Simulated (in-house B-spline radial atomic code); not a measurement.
How G0W0 and RPA depend on the start: Mn III (Mn2+)

Configuration [Ar] 3d5, highest spin. Computed with a B-spline radial code for spherical atoms: all electrons, non-relativistic, point nucleus, each spin shell either full or empty, empty states to l = 9 with an (l + 1/2)⁻⁴ tail; G0W0 by contour deformation at full frequency.

```tsv
start	mean-field 3d up (eV)	G0W0 (eV)	QP weight	RPA correlation (Eh)
Hartree-Fock	-35.06	-34.45	0.955	-1.3941
LDA VWN5	-26.242	-33.79	0.860	-1.5645
PBE	-26.038	-33.65	0.858	-1.561
PBE0	-28.448	-33.99	0.909	-1.5125
r2SCAN	-26.360	-33.59	0.829	-1.53
HSE06	-28.008	-33.94	0.902	-1.5171
B3LYP (VWN-RPA)	-27.942	-33.97	0.901	-1.5236
SCAN	-26.337	-33.54	0.761	-1.5289
TPSS	-25.920	?	?	?
BHandHLYP	-30.71	-34.20	0.931	-1.4704
CAM-B3LYP	-29.887	-34.30	0.923	-1.5016
LC-wPBE	-31.14	-34.49	0.934	-1.4968
wB97X	-30.58	?	?	?
PBEsol	-26.019	-33.70	0.859	-1.5618
BLYP	-25.842	-33.66	0.858	-1.563
r2SCAN0	-28.722	-33.94	0.916	-1.4927
LDA exchange-only	-25.070	-33.87	0.843	-1.5658
```

Q: What G0W0 level, weight and RPA correlation energy follow from the TPSS start?

A: G0W0 level -33.63 eV, weight 0.856, RPA correlation -1.5504 hartree.

Q: What G0W0 level, weight and RPA correlation energy follow from the wB97X start?

A: G0W0 level -34.24 eV, weight 0.934, RPA correlation -1.4891 hartree.

Q: How much of the dependence on the start does G0W0 remove?

A: The mean-field levels span 9.99 eV and the G0W0 levels 0.953 eV. Against 33.668 ± 0.012 eV (NIST, measured) the G0W0 removal energies are off by -0.13 to +0.82 eV, with relativity, Breit and QED terms left out.
